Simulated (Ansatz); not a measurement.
F3OTa (SMILES [O]=[Ta]([F])([F])[F]), singlet, geometry from GFN2-xTB (such geometries of metal compounds can be far from the true shape) (core potentials on Ta); Ansatz (a first-principles code) with BHLYP/def2-SV(P).

Here is a job for Ansatz.
Ansatz 0.2 input:
```yaml
crystal:
  periodic: [false, false, false]
  atoms:
    - {symbol: Ta, position_ang: [0.01693925, 0.00907486, -0.01955256]}
    - {symbol: O, position_ang: [1.06782099, 0.57206336, -1.23255967]}
    - {symbol: F, position_ang: [0.97007396, -0.95600876, 1.21861489]}
    - {symbol: F, position_ang: [-1.26946365, -1.06429425, -0.77185379]}
    - {symbol: F, position_ang: [-0.78718062, 1.43819507, 0.80744046]}
basis:
  gaussian:
    orbitals: def2-SV_P_.json
hamiltonian:
  xc: {name: BHLYP}
```
The basis file holds def2-SV(P) in the JSON format of the Basis Set Exchange.

Question: Predict the main parts of the log of this Ansatz run.

Answer: 
```
Functional definition: BHLYP
843 factors; integrals over basis functions are off by at most 4.2e-4 eV
mean field evaluation 1: about -11727.3446 eV, gradient 8.1e1 eV
mean field evaluation 2: about -11660.2919 eV, gradient 2.0e2 eV
mean field evaluation 4: about -11739.1588 eV, gradient 1.3e1 eV
mean field evaluation 8: about -11739.6282 eV, gradient 4.8e-1 eV
mean field evaluation 16: about -11739.6286 eV, gradient 4.1e-5 eV
mean field -11739.62864576 eV, -431.4233953257 hartree, gradient 8.9e-6 eV, S^2 0.000000; 0 other end points of the search recorded, 0 dependent functions left out
reference -11739.62883232 eV, -431.4234021816 hartree; 24, 24 occupied and 57, 57 virtual orbitals, 843 factors
Total energy: -11739.62883232 eV, -431.4234021816 hartree
```
